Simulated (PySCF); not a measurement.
# Assigning NMR signals

Molfile (atoms numbered from 1):
```
C8H14FN
     RDKit          3D

 24 23  0  0  0  0  0  0  0  0999 V2000
    3.4829   -0.5736   -0.5903 C   0  0  0  0  0  0  0  0  0  0  0  0
    2.3652   -0.6974    0.4372 C   0  0  0  0  0  0  0  0  0  0  0  0
    1.4777    0.5537    0.4627 C   0  0  0  0  0  0  0  0  0  0  0  0
    0.4061    0.4614    1.5055 C   0  0  0  0  0  0  0  0  0  0  0  0
   -0.9157    0.3277    1.3877 C   0  0  0  0  0  0  0  0  0  0  0  0
   -1.7024    0.1630    0.2597 N   0  0  0  0  0  0  0  0  0  0  0  0
   -1.1908   -0.4326   -0.9522 C   0  0  0  0  0  0  0  0  0  0  0  0
   -3.0247    0.5146    0.3304 C   0  0  0  0  0  0  0  0  0  0  0  0
   -3.9457    0.5667   -0.6321 C   0  0  0  0  0  0  0  0  0  0  0  0
   -3.7286    0.2873   -1.9444 F   0  0  0  0  0  0  0  0  0  0  0  0
    3.0720   -0.4574   -1.5910 H   0  0  0  0  0  0  0  0  0  0  0  0
    4.1138   -1.4595   -0.5788 H   0  0  0  0  0  0  0  0  0  0  0  0
    4.1045    0.2925   -0.3740 H   0  0  0  0  0  0  0  0  0  0  0  0
    2.7959   -0.8493    1.4294 H   0  0  0  0  0  0  0  0  0  0  0  0
    1.7553   -1.5757    0.2095 H   0  0  0  0  0  0  0  0  0  0  0  0
    2.1110    1.4116    0.7107 H   0  0  0  0  0  0  0  0  0  0  0  0
    1.0631    0.7334   -0.5276 H   0  0  0  0  0  0  0  0  0  0  0  0
    0.7803    0.5258    2.5186 H   0  0  0  0  0  0  0  0  0  0  0  0
   -1.5042    0.3679    2.2980 H   0  0  0  0  0  0  0  0  0  0  0  0
   -1.9385   -1.1114   -1.3635 H   0  0  0  0  0  0  0  0  0  0  0  0
   -0.2991   -1.0082   -0.7203 H   0  0  0  0  0  0  0  0  0  0  0  0
   -0.9588    0.3181   -1.7125 H   0  0  0  0  0  0  0  0  0  0  0  0
   -3.3633    0.8078    1.3146 H   0  0  0  0  0  0  0  0  0  0  0  0
   -4.9678    0.8534   -0.4528 H   0  0  0  0  0  0  0  0  0  0  0  0
  1  2  1  0
  2  3  1  0
  3  4  1  0
  4  5  2  0
  5  6  1  0
  6  7  1  0
  6  8  1  0
  8  9  2  0
  9 10  1  0
  1 11  1  0
  1 12  1  0
  1 13  1  0
  2 14  1  0
  2 15  1  0
  3 16  1  0
  3 17  1  0
  4 18  1  0
  5 19  1  0
  7 20  1  0
  7 21  1  0
  7 22  1  0
  8 23  1  0
  9 24  1  0
M  END
```

PySCF 2.14.0 with density-fitted response routines calculation with geometry: GFN2-xTB and shieldings: GIAO PBE0/pcSseg-1; no solvent, a single conformation, no relativistic terms, averaged over atoms made equivalent by symmetry, fast rotation or ring inversion.

Scale: TMS for 13C (186.93 ppm) and 1H (31.72 ppm) (reference shieldings calculated alike).

(1) Assign these signals to the numbered atoms. 13C{1H} NMR (computed): δ 139.0 (CH), 136.3 (CH), 123.9 (CH), 110.1 (CH), 40.3 (CH3), 34.7 (CH2), 31.3 (CH2), 17.3 (CH3).

(2) Assign these signals to the numbered atoms. 1H NMR (600 MHz, computed): δ 6.20 (m, 1H), 5.74 (d, 1H), 5.08 (m, 1H), 4.37 (m, 1H), 3.38 (s, 3H), 2.11 (m, 2H), 1.40 (m, 2H), 1.05 (t, 3H).

## Answers

(1) 
| δ (ppm) | atoms | environment | reason |
| --- | --- | --- | --- |
| 139.0 | C5 | alkene carbon bearing nitrogen | an sp2 carbon further deshielded by the attached heteroatom |
| 136.3 | C9 | β carbon of an enol-ether or enamine type C=C | – |
| 123.9 | C8 | alkene carbon bearing nitrogen | an sp2 carbon of a C=C bond |
| 110.1 | C4 | β carbon of an enol-ether or enamine type C=C | the O or N lone pair pushes π density onto this β carbon and shields it |
| 40.3 | C7 | methyl carbon bonded to N | the inductive effect lowers its shielding |
| 34.7 | C3 | allylic sp3 CH2 | aliphatic region, no heteroatom directly attached |
| 31.3 | C2 | sp3 CH2 | aliphatic region, no heteroatom directly attached |
| 17.3 | C1 | methyl carbon | saturated and bonded to C and H only |

(2) 
6.20 → H24, hydrogen on a β carbon of an enol-ether or enamine type C=C: olefinic region
5.74 → H19, hydrogen on an alkene carbon bearing nitrogen: attached to an sp2 carbon and in the plane of the double bond
5.08 → H23, hydrogen on an alkene carbon bearing nitrogen
4.37 → H18, hydrogen on a β carbon of an enol-ether or enamine type C=C: lone-pair donation from O or N shields it, upfield of ordinary alkene protons
3.38 → H20/H21/H22, hydrogen on a methyl carbon bonded to N: its carbon carries N, which withdraws density
2.11 → H16/H17, hydrogen on an allylic sp3 CH2: allylic position
1.40 → H14/H15, hydrogen on an sp3 CH2
1.05 → H11/H12/H13, hydrogen on a methyl carbon: far from electronegative atoms and π systems

Splittings by 19F in the carbon and heteronuclear signals aren't shown, as no couplings were computed. Shifts are as computed. Against solution values, carbons near 30 ppm lie about +3 ppm off and those near 130 ppm about +5 ppm. Of 1211 compounds with measured shifts, 218 miss one by over three times the rms of a fit or turn the order of signals round; such compounds aren't used in these exercises. Multiplicities follow the n + 1 count of equivalent neighbours, as no J values were calculated; m marks all less simple cases, F and P coupling included.
